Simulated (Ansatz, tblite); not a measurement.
Spin states of the cluster Au₂I, each relaxed with PBE0-D4/def2-TZVP in Ansatz. Electronic energies in the gas phase.

In the def2 sets Au, I take a core potential; there is no spin–orbit coupling. The xTB rows come from tblite. LC-ωPBE has ω = 0.4 bohr⁻¹. B3LYP takes the VWN-RPA correlation. HSE06 is defined as in plane-wave codes, on full-range PBE exchange. Correlated methods freeze 4 core orbitals; core or outer-core shells of Au, I are correlated, in sets that lack core-valence functions. The rows differ in basis, and correlated rows in double-zeta sets carry the largest basis error. In CCSD on the charge 0 doublet the largest single amplitude is 0.27, so its Hartree–Fock determinant may place the open shell otherwise than the density functionals do. The structure comes from a short search, and lower isomers may exist.

Doublet geometry (Cs within 0.1 Å):

```xyz
3

Au   -0.5496   -0.1361    0.0379
Au    0.8263   -1.3570    1.8346
I    -0.2767    1.4931   -1.8726
```

Quartet geometry (C2v within 0.1 Å):

Cartesian coordinates in Å:
```
Au -1.387 -0.408 0.579
Au 0.591 1.366 0.455
I 0.797 -0.958 -1.034
```

⟨S²⟩: doublet 0.76 at PBE0-D4/def2-TZVP (pure 0.75), quartet 3.76 at PBE0-D4/def2-TZVP (pure 3.75).

Only these spin states were relaxed. The quartet has other bonds than the doublet, so the gap mixes isomer and spin.

| level | quartet − doublet (kcal/mol) | lowest of these |
| --- | --- | --- |
| GFN1-xTB | 53.3 | doublet |
| GFN2-xTB | 103.4 | doublet |
| HF/def2-SVP | 60.7 | doublet |
| HF/def2-TZVP | 58.6 | doublet |
| LDA (SPW92)/def2-TZVP | 44.8 | doublet |
| PBE-D4/def2-TZVP | 44.3 | doublet |
| revPBE-D4/def2-TZVP | 44.3 | doublet |
| r2SCAN-D4/def2-TZVP | 41.9 | doublet |
| B3LYP-D4/def2-TZVP | 48.0 | doublet |
| PBE0-D4/def2-TZVP | 46.9 | doublet |
| HSE06-D4/def2-TZVP | 47.0 | doublet |
| LC-ωPBE/def2-TZVP | 49.1 | doublet |
| RPA@PBE/def2-TZVP | 45.7 | doublet |
| MP2/def2-SVP | 46.1 | doublet |
| MP2/def2-TZVP | 42.8 | doublet |
| CCSD/def2-SVP | 51.0 | doublet |
| CCSD(T)/def2-SVP | 49.2 | doublet |

Change of the quartet − doublet gap on mixing in exact exchange, in kcal/mol: PBE to PBE0 (25 % exact exchange) 2.6.

The xTB methods have no spin-polarisation term.
